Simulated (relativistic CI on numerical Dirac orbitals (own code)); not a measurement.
# Ligand-field terms of d8

Computed with a parametric ligand-field model of a d^n configuration (Racah B and C, spin-orbit zeta, crystal field), exact diagonalisation.

Field parameters in Wybourne normalisation: Td as Oh with Dq negative (B⁴₀ = 21Dq, B⁴₄ = √(5/14) B⁴₀). The field is a parameter set, without covalency.

Problem. Ground term and bands for B = 760, C = 3480, ζ = 0 cm⁻¹, Td, 10Dq = -11020 cm⁻¹?

Solution. Ground term 3T1 with 3.95 electrons in the two orbitals of the cubic e set. Spin-allowed: 3T2 9837 cm⁻¹ (1017 nm), 3T1 20054 cm⁻¹ (499 nm), 3A2 20857 cm⁻¹ (479 nm). Lowest spin-forbidden: 1T2 11981 cm⁻¹ (835 nm), 1E 12296 cm⁻¹ (813 nm), 1A1 23497 cm⁻¹ (426 nm).

Problem. Ground term and bands for B = 760, C = 3480, ζ = 0 cm⁻¹, Td, 10Dq = -6230 cm⁻¹?

Solution. Ground term 3T1 with 3.91 electrons in the two orbitals of the cubic e set. Spin-allowed: 3T2 5384 cm⁻¹ (1857 nm), 3A2 11614 cm⁻¹ (861 nm), 3T1 15937 cm⁻¹ (627 nm). Lowest spin-forbidden: 1T2 11892 cm⁻¹ (841 nm), 1E 12389 cm⁻¹ (807 nm), 1T2 19485 cm⁻¹ (513 nm).

Problem. Ground term and bands for B = 760, C = 3480, ζ = 0 cm⁻¹, Td, 10Dq = -8280 cm⁻¹?

Solution. Ground term 3T1 with 3.93 electrons in the two orbitals of the cubic e set. Spin-allowed: 3T2 7269 cm⁻¹ (1376 nm), 3A2 15549 cm⁻¹ (643 nm), 3T1 17658 cm⁻¹ (566 nm). Lowest spin-forbidden: 1T2 11959 cm⁻¹ (836 nm), 1E 12362 cm⁻¹ (809 nm), 1T2 21139 cm⁻¹ (473 nm).

Problem. Ground term and bands for B = 760, C = 3480, ζ = 0 cm⁻¹, Td, 10Dq = -1440 cm⁻¹?

Solution. Ground term 3T1 with 3.84 electrons in the two orbitals of the cubic e set. Spin-allowed: 3T2 1179 cm⁻¹, 3A2 2619 cm⁻¹, 3T1 12318 cm⁻¹ (812 nm). Lowest spin-forbidden: 1T2 11224 cm⁻¹ (891 nm), 1E 11761 cm⁻¹ (850 nm), 1T2 16534 cm⁻¹ (605 nm).

Problem. Ground term and bands for B = 760, C = 3480, ζ = 0 cm⁻¹, Td, 10Dq = -760 cm⁻¹?

Solution. Ground term 3T1 with 3.82 electrons in the two orbitals of the cubic e set. Spin-allowed: 3T2 616 cm⁻¹, 3A2 1376 cm⁻¹, 3T1 11872 cm⁻¹ (842 nm). Lowest spin-forbidden: 1T2 11023 cm⁻¹ (907 nm), 1E 11376 cm⁻¹ (879 nm), 1T2 16289 cm⁻¹ (614 nm).
